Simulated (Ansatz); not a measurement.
`CNB(F)[SiH3]` → B• + C• + F• + 7 H• + N• + Si•  (atomization)

Program: Ansatz. Geometries: PBE0-D4/def2-TZVP. ΔE: electronic, gas phase. CBS: MP2 limit from def2 TZ/QZ plus the TZ coupled-cluster correction, frozen cores. This one scheme is used for every species, atoms too. DFT in def2-TZVPP. B3LYP here is the variant with VWN-RPA as its local correlation; programs differ in this. No spin–orbit coupling; open shells (•) take unrestricted orbitals. Spin–orbit coupling would lower the free atoms: a little for B, C, F, Si. One conformer a species, not always the lowest.

CCSD(T)/CBS gives +4397.8 kJ/mol.

Q: Another level gave +4289.6 kJ/mol. Which?
A. HF/def2-TZVPP
B. CCSD(T)/def2-TZVPP
C. B3LYP/def2-TZVPP
D. B2PLYP/def2-TZVPP

A: B. CCSD(T)/def2-TZVPP 4289.6, HF/def2-TZVPP 3285.0, B2PLYP 4368.7, B3LYP 4388.2 kJ/mol.

Largest T1 diagnostic among the species: 0.014.

From PBE to PBE0 (25 % exact exchange), in def2-TZVPP and without D4, ΔE moves by −64.0 kJ/mol: exact exchange takes away binding that semilocal exchange gives to molecules. In def2-TZVPP, CCSD(T) changes the Hartree–Fock value by +1004.6 kJ/mol (the triples alone add +54.3 kJ/mol) and MP2 by +1054.1 kJ/mol; breaking electron pairs costs correlation energy, which Hartree–Fock lacks.

For atomizations the MP2-based limit and the directly extrapolated one differ by several kJ/mol either way, and by 10 to 25 for some Ge, Se and Sn compounds, so smaller differences from it don't rank the levels.
